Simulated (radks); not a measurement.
The numbers below are computed, except where a source is named.
Ionisation of neutral technetium, [Kr] 4d5 5s2, to [Kr] 4d5 5s1 as the strength of local exchange is varied. Level of theory: Dirac Kohn-Sham, Slater X-alpha exchange (alpha = 2/3 is LDA exchange), no correlation, spin-unpolarised, spherical densities, point nucleus; open shells fill j = l - 1/2 first (a radial shooting solver on a logarithmic mesh with Libxc functionals).

alpha	E(Tc) (hartree)	exchange (hartree)	IE (eV)	-e of the level emptied (eV)	<r> of it (bohr)
0.553	-4257.55740	-99.08718	6.735	3.688 (5s1/2)	3.450
0.613	-4268.32162	-110.11084	7.090	4.005 (5s1/2)	3.396
0.667	-4278.03224	-120.07753	7.418	4.300 (5s1/2)	3.348
0.831	-4307.65606	-150.60987	8.456	5.249 (5s1/2)	3.210
0.866	-4314.00396	-157.17707	8.686	5.461 (5s1/2)	3.183
0.917	-4323.26994	-166.77857	9.026	5.776 (5s1/2)	3.143

NIST Atomic Spectra Database: 7.119 eV (measured). The Delta-SCF value meets it near alpha = 0.62. Spin polarisation and multiplet splitting are left out, so open shells lie too high by an amount that depends on their filling.

Beside tabulated values, note that spin-unpolarised runs miss the spin-polarisation part of the exchange energy of open shells.
